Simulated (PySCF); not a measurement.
Ru(O)2(OH)4 (H₄O₆Ru), SMILES [O]=[Ru](=[O])([OH])([OH])([OH])[OH], multiplicity 1.

Geometry: PBE0-D3(BJ)/def2-SVP. The multiplicity is an assumed one; other spin states were not compared. The def2 effective core potentials stand for the cores of Ru; spin–orbit coupling is left out. The values are those of a single conformer.

All values below come from PBE/def2-TZVP in PySCF.

The molecule is in vacuum.

Problem. Estimate the frontier levels, gap, dipole moment and polarisability. (The exact figures need the calculation; the answer reports its results.)

Solution. 
| Property | Value |
|---|---|
| highest occupied level | -7.37 eV |
| lowest empty level | -5.71 eV |
| orbital gap | 1.66 eV |
| dipole moment | 0.47 D |
| quadrupole, principal values (traceless, Buckingham form, about the centre of nuclear charge) | -7.36, 0.17, 7.19 D·Å |
| mean static polarisability | 74.9 bohr³ (11.10 Å³) |
| polarisability, principal values | 70.3, 71.2, 83.3 bohr³ |
